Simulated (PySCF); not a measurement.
Coordinates in bohr (charge 0 multiplicity 1):
```
Mo    0.0000    0.0000   -0.5300
O     0.0000    2.5554   -2.4364
O     0.0000   -2.5554   -2.4364
Cl    3.5645    0.0000    1.8576
Cl   -3.5645    0.0000    1.8576
```

These are results of PBE in PySCF with Mo def2-SVP with ECP28, O def2-SVP, Cl def2-SVP; scalar-relativistic core potentials, no spin–orbit coupling; density-fitted integrals, not measurements.

This geometry of MoO₂Cl₂ is a stationary point at this level.

What is the point group?

C2v.

Is it a minimum?

Yes: all harmonic wavenumbers are real.

Which band is strongest in the infrared?

996 cm⁻¹ (b2), 128 km/mol.

Give the ideal-gas entropy at 298.15 K and 1 bar by parts.

translation 174.9, rotation 113.0, vibration 53.0, spin 0.0; total 340.9 J/(mol K).

What is the atomisation energy, with and without zero-point energy?

2219 kJ/mol without, 2195 kJ/mol with.

Other isomers or separated fragments may lie lower.
